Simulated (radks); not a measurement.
Values are calculated unless marked as measured or tabulated.
All-electron atom: the dysprosium ion Dy45+ in [Ar] 3d3.

Code: a radial shooting solver on a logarithmic mesh with Libxc functionals. Model: Dirac Kohn-Sham, relativistic LDA (MacDonald-Vosko exchange, VWN5 correlation), spin-unpolarised, spherical densities, finite nucleus; open shells fill j = l - 1/2 first; Fermi nuclear charge, rms radius 5.2218 fm.

Energy parts (hartree):
part                       energy
total                 -10423.7373
kinetic                11537.3748
electron-nucleus      -23404.0118
Hartree                 1583.8381
exchange-correlation    -140.9384

Orbitals (lengths in bohr, moments of r in powers of bohr; <r^-3> diverges for s and p1/2):
| orbital | occ. | eigenvalue (hartree) | <1/r> | <r^-3> | <r^4> | <r^2> | small-component weight |
|---|---|---|---|---|---|---|---|
| 1s1/2 | 2 | -2055.065 | 74.23 | - | 1.007e-06 | 0.0006144 | 6.03e-02 |
| 2s1/2 | 2 | -422.2496 | 17.92 | - | 0.0001518 | 0.009388 | 1.36e-02 |
| 2p1/2 | 2 | -407.4532 | 17.87 | - | 0.00009283 | 0.006778 | 1.36e-02 |
| 2p3/2 | 4 | -378.0291 | 15.68 | 11060 | 0.0001230 | 0.007958 | 1.26e-02 |
| 3s1/2 | 2 | -156.7631 | 6.988 | - | 0.004626 | 0.05599 | 4.93e-03 |
| 3p1/2 | 2 | -150.8906 | 6.920 | - | 0.003992 | 0.05093 | 4.87e-03 |
| 3p3/2 | 4 | -143.7830 | 6.347 | 2782 | 0.004815 | 0.05621 | 4.61e-03 |
| 3d3/2 | 3 | -134.7312 | 6.227 | 485.2 | 0.003016 | 0.04231 | 4.46e-03 |
| 3d5/2 | 0 | -133.0732 | 6.086 | 428.9 | 0.003195 | 0.04372 | 4.38e-03 |

The highest occupied level is 3d3/2 at -3666.2 eV. The density falls to 0.001 e/bohr^3 at r = 0.68 bohr. The electron density at the nucleus is 7.291e+05 e/bohr^3. Summed over all electrons, <r^2> = 0.6310 bohr^2, which gives a Langevin (diamagnetic) susceptibility term of -0.5 x 10^-6 cm^3/mol.
